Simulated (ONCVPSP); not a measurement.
# Plane-wave convergence, ONCV potential for Hg (Z = 80)

mercury (Hg), optimised norm-conserving Vanderbilt (ONCV), made with ONCVPSP 4.0.1 (revPBE, fully relativistic). Core [Kr] 4d10 4f14, reference 5s2 5p6 5d10 6s2. Waves: 5s+6s: rc 1.75 bohr, ncon 5, nbas 9, qcut 6.1 1/bohr, 2 projectors; 5p: rc 1.05 bohr, ncon 4, nbas 7, qcut 6.8 1/bohr, 1 projector; 5d: rc 1.90 bohr, ncon 3, nbas 7, qcut 8 1/bohr, 2 projectors, debl 1.9 Ha. Local part: polynomial inside 0.95 bohr (lpopt 5, dvloc0 2 Ha). Core correction: none.

Open shells are filled in proportion to 2j + 1.

Question: For each optimised wave give the share of its norm inside rc, the residual kinetic energy above qcut (Ha) and the cutoffs (Ha) for errors of 10, 1, 0.1 and 0.01 mHa per electron.

Answer:

```
               wave  norm inside rc  residual KE  10 mHa  1 mHa  0.1 mHa  0.01 mHa
                 5s           0.990      2.6e-04     7.0   15.2     42.7      75.0
                 6s           0.148      4.3e-04     6.4   16.2     45.0      89.3
           5p j=3/2           0.518      3.8e-02    53.3  118.8    138.9     187.3
           5p j=1/2           0.635      4.2e-02    64.5  125.5    145.7     208.1
           5d j=5/2           0.771      1.1e-07    16.3   20.8     24.5      27.3
d projector 2 j=5/2           0.086      1.2e-07    14.9   19.8     24.0      27.2
           5d j=3/2           0.805      1.9e-07    17.0   21.5     24.9      27.9
d projector 2 j=3/2           0.087      2.2e-07    15.5   20.5     24.5      27.9
```

The occupied waves need 125 Ha and 146 Ha for 1 and 0.1 mHa. Note: no bound ghost flagged; GHOST(+) flagged for s at 43.6 eV.
